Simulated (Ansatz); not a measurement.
A set of 12 reactions (ligand exchange), with CCSD(T)/CBS values in kJ/mol:

```csv
reaction,ΔE
`BO[SiH2][GeH3]` + HBr → `BO[SiH2]Br` + GeH₄,-88.9
`[CH3][In]([F])[O][SiH3]` + CH₃NH₂ → `C[NH][In]([CH3])[F]` + `O[SiH3]`,38.6
`C[SiH](N)O` + H₂Te → `C[SiH](N)[TeH]` + H₂O,38.4
`[NH2][GeH2][B](O)O` + `[NH2][GeH2][NH2]` → `[NH2][GeH2][NH][GeH2][NH2]` + `OBO`,-48.0
`[BH2][AlH][SiH3]` + PH₃ → `[SiH3][AlH][PH2]` + BH₃,-75.9
`CCO[SiH2]P` + NH₃ → `CCO[SiH2]N` + PH₃,-44.4
`CB(F)BCl` + H₂Te → `ClB[TeH]` + `CBF`,-92.3
`[F][Ga]([SH])[Cl]` + HCl → `[SH][Ga]([Cl])[Cl]` + H–F,-37.8
`C=C[SiH](O)Cl` + `[SH][GeH2][Cl]` → `O[SiH](Cl)[S][GeH2][Cl]` + `C=C`,-64.9
`[F][Al]([SiH3])[Cl]` + CH₃SH → `C[S][Al]([F])[Cl]` + SiH₄,-95.2
`BSC#C` + `[SiH3][SiH2][SeH]` → `B[Se][SiH2][SiH3]` + `C#CS`,-29.2
`O=BO` + H–F → `O=BF` + H₂O,-4.2
```

Computed with Ansatz on PBE0-D4/def2-TZVP structures; ΔE is electronic, products minus reactants. CCSD(T)/CBS is the MP2 limit (def2-TZVPP, def2-QZVPP) plus CCSD(T) − MP2 in def2-TZVPP, frozen cores. Small cases extrapolate CCSD(T) itself. DFT in def2-TZVPP. B3LYP here is the variant with VWN-RPA as its local correlation; programs differ in this. Elements past krypton have def2 core potentials. For Br, Ga, Ge, In, Se, Te outer-core shells are correlated without core-valence functions, which leaves a few kJ/mol of doubt a bond. Scalar relativity is left out up to krypton. Each species was taken in one conformer, which may not be the lowest.

Problem. Give the mean, mean absolute and largest difference (level minus CCSD(T)/CBS, kJ/mol) for: PBE-D4, B3LYP-D4, ωB97M-V, B2PLYP, PBE, r2SCAN, PBE0, B3LYP, MP2/def2-TZVPP, SCS-MP2/def2-TZVPP, CCSD/def2-TZVPP, HF/def2-QZVPP, SCS-MP2/def2-QZVPP, HF/CBS(def2). (An estimate is asked.)

Solution. Computed: 
```json
{"level": "PBE-D4", "mean": "6.7", "mean absolute": "8.5", "largest": "23.1"}
{"level": "B3LYP-D4", "mean": "2.0", "mean absolute": "3.4", "largest": "7.6"}
{"level": "ωB97M-V", "mean": "2.3", "mean absolute": "3.7", "largest": "10.3"}
{"level": "B2PLYP", "mean": "2.2", "mean absolute": "3.7", "largest": "13.0"}
{"level": "PBE", "mean": "8.6", "mean absolute": "9.5", "largest": "23.8"}
{"level": "r2SCAN", "mean": "4.5", "mean absolute": "4.6", "largest": "19.6"}
{"level": "PBE0", "mean": "6.1", "mean absolute": "6.5", "largest": "18.3"}
{"level": "B3LYP", "mean": "5.1", "mean absolute": "7.0", "largest": "16.7"}
{"level": "MP2/def2-TZVPP", "mean": "-2.3", "mean absolute": "5.4", "largest": "16.0"}
{"level": "SCS-MP2/def2-TZVPP", "mean": "-1.0", "mean absolute": "4.6", "largest": "9.1"}
{"level": "CCSD/def2-TZVPP", "mean": "2.0", "mean absolute": "5.1", "largest": "13.0"}
{"level": "HF/def2-QZVPP", "mean": "-1.7", "mean absolute": "15.3", "largest": "-48.8"}
{"level": "SCS-MP2/def2-QZVPP", "mean": "-2.1", "mean absolute": "4.2", "largest": "-7.7"}
{"level": "HF/CBS(def2)", "mean": "-1.6", "mean absolute": "15.4", "largest": "-48.6"}
```

The largest T1 diagnostic in the set is 0.016, for `O=BO` (customary mark 0.02).

CCSD(T)/CBS is a level of theory with its own doubt, and the functionals carry their triple-zeta basis error, so these figures describe this set and don't rank the functionals.
